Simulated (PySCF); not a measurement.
## A small calculation by hand: chemical shift, span and skew from a shielding tensor

GaH₇OSi₂, SMILES [OH][Ga]([SiH3])[SiH3]. Atoms are numbered in the order given.

```xyz
11

Ga    -0.2593    -0.0016     0.0000
O     -2.0596    -0.1213     0.0000
H     -2.5442     0.7144     0.0000
Si     0.7593    -2.1974     0.0000
H      1.6308    -2.3589    -1.2050
H      1.6308    -2.3589     1.2050
H     -0.2615    -3.2853     0.0000
Si     0.7489     2.2138     0.0000
H      1.6128     2.3913     1.2076
H      1.6128     2.3913    -1.2076
H     -0.2805     3.2986     0.0000
```

Geometry optimised at B3LYP-D3(BJ)/def2-SVP. The structure was generated by enumeration; whether it is a known compound was not checked. Other conformers were not sampled.

GIAO shieldings from PBE/pcSseg-1 run with PySCF, non-relativistic, no solvent. The symmetric part of the tensor of Si4 has the principal values 440.6, 449.6, 469.0 ppm. The same nucleus in TMS has σ = 335.4 ppm at this level (PySCF, at its B3LYP-D3(BJ)/def2-TZVP geometry).

Question: Work out the isotropic shielding, the ²⁹Si shift against TMS, the span and the skew.

Answer: 
σ(iso) = (σ11 + σ22 + σ33)/3 = 453.1 ppm. δ = σ(ref) − σ(iso) = 335.4 − (453.1) = -117.7 ppm.
Span Ω = σ33 − σ11 = 28.4 ppm. Skew κ = 3(σ(iso) − σ22)/Ω = 0.37. Tumbling in solution averages the tensor to δ; in a static solid the shielding alone would spread this spin-1/2 line over Ω.
